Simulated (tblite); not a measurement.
C$_{5}$H$_{7}$FO$_{3}$, singlet, at a GFN2-xTB geometry; GFN1-xTB in tblite 0.6.0.

Input for tblite:
```
$ tblite run mol.xyz --method gfn1 --charge 0 --spin 0 --spin-polarized --json tblite.json --no-restart

# file mol.xyz
16

C      3.30582988     0.11345375    -0.01099853
C      2.06235833     0.00567215    -0.45593857
F      1.80001929    -0.19539197    -1.75618024
C      0.86581996     0.09584167     0.42516355
O      0.93020387     0.27326059     1.61614930
O     -0.26943012    -0.04141913    -0.25578851
C     -1.45460514     0.03021556     0.50059004
O     -2.50011761    -0.15817084    -0.38637447
C     -3.75990400    -0.10259416     0.24030458
H      3.47500741     0.27425457     1.03750489
H      4.15061681     0.04408329    -0.67246950
H     -1.51249098     1.01679501     1.00023601
H     -1.43661945    -0.74936375     1.28686937
H     -3.85880804    -0.88440161     1.00243583
H     -4.49358447    -0.26152142    -0.54577115
H     -3.92653793     0.87378296     0.71019970
```

The log (banner, timings and long lists left out):

```
xTB calculator
 | screened Coulomb repulsion
 | Coulomb electrostatics
 |  * isotropic Klopman-Ohno-Mataga-Nishimoto electrostatics
 |  * onsite third-order electrostatics
 | DFT-D3(BJ) dispersion correction
 | Interactions (1)
 | [1] spin polarization

halogen bonding energy    0.0000000000000E+00 Eh
repulsion energy          2.7089701092655E-01 Eh
dispersion energy        -5.2818758812659E-03 Eh
interaction energy        0.0000000000000E+00 Eh
number of electrons       5.2000000000000E+01 e
integral cutoff           1.9731147476801E+01 bohr

------------------------------------------------------------
  cycle        total energy    energy error   density error
------------------------------------------------------------
      1     -33.04772129516  -3.3313336E+01   4.5440030E-01
      2     -33.54745095010  -4.9972965E-01   2.3819220E-01
      3     -33.55478258148  -7.3316314E-03   1.1732502E-01
      4     -33.55593899640  -1.1564149E-03   2.5813905E-02
      5     -33.55908709886  -3.1481025E-03   2.8156577E-03
      6     -33.55911283276  -2.5733898E-05   1.4101147E-03
      7     -33.55911835911  -5.5263535E-06   1.4774157E-04
      8     -33.55911841927  -6.0156665E-08   3.0606642E-05
      9     -33.55911842368  -4.4098982E-09   1.0650513E-05
------------------------------------------------------------

electronic energy        -3.3824733558725E+01 Eh
total energy             -3.3559118423680E+01 Eh

Post processing:
 | Mayer-Wiberg bond orders

[Info] JSON dump of results written to 'tblite.json'
```
